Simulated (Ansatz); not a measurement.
Geometry optimisation, Ansatz 0.2.0, RKS PBE/def2-SVP.

The input (input.yaml):

```yaml
crystal:
  periodic: [false, false, false]
  atoms:
    - { symbol: Al, position_ang: [-0.816199, -1.056004, 0.316362] }
    - { symbol: S, position_ang: [-1.682741, 0.861226, -0.454193] }
    - { symbol: F, position_ang: [-0.592897, -2.324766, -0.742535] }
    - { symbol: F, position_ang: [-0.632509, -1.262495, 1.958616] }
    - { symbol: H, position_ang: [0.927936, 1.386805, -0.442995] }
    - { symbol: Se, position_ang: [2.310611, 0.855819, -0.176639] }
    - { symbol: H, position_ang: [-1.675976, 0.358524, -1.722665] }
    - { symbol: H, position_ang: [2.161676, 1.180891, 1.264049] }
basis:
  gaussian: { orbitals: def2-SVP }
hamiltonian:
  xc: pbe
relax:
  f_tol: 0.03
  max_steps: 50
output:
  orbitals: {}
```

Run as:

```bash
$ ansatz run input.yaml --threads 2 --pin off --max-ram 3072MiB --backend cpu --events-out ev --progress --plain --runs-dir out
```

Where does it end, and by what steps?

The forces met the threshold. After 12 steps the energy has fallen by 0.433 eV; Se6 moved furthest, 0.67 Å. Joined: Al1–Se6.

```json
{"step": "0", "energy less start (eV)": "0.0000", "largest force component (eV/Å)": "0.681", "accepted": "yes"}
{"step": "1", "energy less start (eV)": "-0.1004", "largest force component (eV/Å)": "0.389", "accepted": "yes"}
{"step": "2", "energy less start (eV)": "-0.2285", "largest force component (eV/Å)": "0.421", "accepted": "yes"}
{"step": "3", "energy less start (eV)": "-0.3275", "largest force component (eV/Å)": "0.636", "accepted": "yes"}
{"step": "4", "energy less start (eV)": "-0.3853", "largest force component (eV/Å)": "0.384", "accepted": "yes"}
{"step": "5", "energy less start (eV)": "-0.4054", "largest force component (eV/Å)": "0.158", "accepted": "yes"}
{"step": "6", "energy less start (eV)": "-0.4172", "largest force component (eV/Å)": "0.208", "accepted": "yes"}
{"step": "7", "energy less start (eV)": "-0.4229", "largest force component (eV/Å)": "0.170", "accepted": "yes"}
{"step": "8", "energy less start (eV)": "-0.4279", "largest force component (eV/Å)": "0.156", "accepted": "yes"}
{"step": "9", "energy less start (eV)": "-0.4309", "largest force component (eV/Å)": "0.114", "accepted": "yes"}
{"step": "10", "energy less start (eV)": "-0.4324", "largest force component (eV/Å)": "0.053", "accepted": "yes"}
{"step": "11", "energy less start (eV)": "-0.4330", "largest force component (eV/Å)": "0.043", "accepted": "yes"}
{"step": "12", "energy less start (eV)": "-0.4332", "largest force component (eV/Å)": "0.028", "accepted": "yes"}
```

```xyz
8
Properties=species:S:1:pos:R:3
Al -0.524 -0.770 0.237
S -1.911 0.804 -0.453
F -0.293 -2.093 -0.776
F -0.365 -0.976 1.900
H 1.322 1.595 -0.557
Se 1.911 0.338 -0.023
H -1.986 0.243 -1.694
H 1.845 0.859 1.367
```

Whether the end is a true minimum wasn't checked by a vibrational analysis.

The run took 32 s on 2 threads of Arm Neoverse V1 (shared host), peak memory 0.16 GiB.
